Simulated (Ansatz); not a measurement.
`[F][Ti]([F])([F])[SH]` + HCl → `[F][Ti]([F])([SH])[Cl]` + H–F at 600 K and 1 bar (ligand exchange at a Ti–F bond).

Computed with Ansatz on PBE0-D4/def2-TZVP structures; ΔE is electronic, products minus reactants. CCSD(T)/CBS adds triple-zeta CCSD(T) − MP2 to the extrapolated MP2 energy (def2 sets, frozen cores). This one scheme is used for every species. For Ti outer-core shells are correlated without core-valence functions, which leaves a few kJ/mol of doubt a bond. Scalar relativity is left out up to krypton. One conformer a species, not always the lowest.

```
                 species  CCSD(T)/CBS energy (Eh)  H − E (kJ/mol)  S (J/(mol·K))
 `[F][Ti]([F])([F])[SH]`              -1546.91893            96.7          434.6
                     HCl               -460.38127            35.4          207.2
`[F][Ti]([F])([SH])[Cl]`              -1906.90100            95.8          444.4
                     H–F               -100.39570            42.3          194.0
```

H − E and S are ideal-gas, rigid-rotor, harmonic terms from PBE0-D4/def2-TZVP, for one conformer and one mirror image of each species. 1 Eh = 2625.50 kJ/mol, R = 8.31446 J/(mol·K).

Question: By hand: ΔE, ΔH, ΔS and ΔG.

Answer: ΔE = (-1906.90100) + (-100.39570) − (-1546.91893) − (-460.38127) = 0.00350 Eh = 9.2 kJ/mol. Δ(H − E) = 95.8 + 42.3 − 96.7 − 35.4 = 6.0, so ΔH = 15.2 kJ/mol. ΔS = 444.4 + 194.0 − 434.6 − 207.2 = -3.4 J/(mol·K). ΔG = 15.2 − 600 × (-3.4)/1000 = 17.2 kJ/mol.

Question: By hand: the equilibrium constant, and the temperature at which ΔG would vanish if ΔH and ΔS stayed fixed.

Answer: log₁₀ K = −ΔG/(RT ln 10) = -1.5. ΔH and −TΔS have one sign here, so there is no such temperature.

The number of gas molecules stays the same, so ΔS is small and ΔH decides. A doubt of 5 kJ/mol in ΔE shifts log₁₀ K by 0.4 here. Other conformers and mirror images would add mixing entropy, several J/(mol·K) or more a flexible species. These are equilibria of isolated gas molecules and say nothing of rates. Largest T1 diagnostic: 0.025 (customary marks: 0.02 for closed shells, 0.045 for open ones).

ΔS is within the doubt of such terms, so its sign, and with it that verdict, could turn.
